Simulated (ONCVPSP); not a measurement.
# Before and after: ONCV potential for B

ONCVPSP 4.0.1 input, shortened (lines: element, Z, core and valence counts, functional; n l f; lmax; l rc ep ncon nbas qcut; lloc lpopt rc5 dvloc0; l nproj debl; icmod fcfact rcfact), PBEsol, scalar-relativistic:

```
  B 5.00    1    2  -116133      upf
    1    0    2.00
    2    0    2.00
    2    1    1.00
    2
    0    1.35    0.00    4    7    5.80
    1    3.15    0.00    5    9    3.70
    2    2.70    0.09    5    8    3.20
    4    5    0.90    3.00
    0    2    1.80
    1    1    2.60
    2    3    2.20
    3    6.00    1.55
```

Change: s: rc 1.9.

Cutoffs: the cutoffs (Ha) at which the residual kinetic energy of the hardest occupied pseudo-wave falls to 1 and 0.1 mHa per electron; they do not see the model core or the augmentation charge, which bear on the density cutoff. Errors are all-electron minus pseudo energies relative to the spin-unpolarised reference configuration.

Question: What does the change do?

Answer: The potential gets softer (12 Ha and 17 Ha → 9.6 Ha and 13 Ha); the errors of the 4 common tests hardly move; neither file shows a bound ghost. A larger radius leaves more room for a smooth pseudo-wave, so fewer plane waves are needed.

```tsv
quantity	base	changed
cutoff, loose	12 Ha	9.6 Ha
cutoff, tight	17 Ha	13 Ha
loose cutoff by channel	s 12 Ha, p 5.4 Ha	s 9.6 Ha, p 5.4 Ha
bound ghosts	none	none
GHOST(+) flags under 300 eV	none	none
error for 2s2 2p0, meV [ΔE 8.14 eV]	+103	+106
error for 2s1 2p0, meV [ΔE 33.40 eV]	+316	+307
error for 2s2 2p0.5, meV [ΔE 2.86 eV]	+15	+15
error for 2s1 2p2, meV [ΔE 5.82 eV]	-24	-27
p: phases at 3.20 bohr within 0.05 rad from the reference energy up to (Ha; the scan ends near 5)	0.3	0.3
d: phases at 2.74 bohr within 0.05 rad from the reference energy up to (Ha; the scan ends near 5)	to the end of the scan	to the end of the scan
rms error of d²Exc/dni dnj with the model core, mHa	0.98	1.19
```
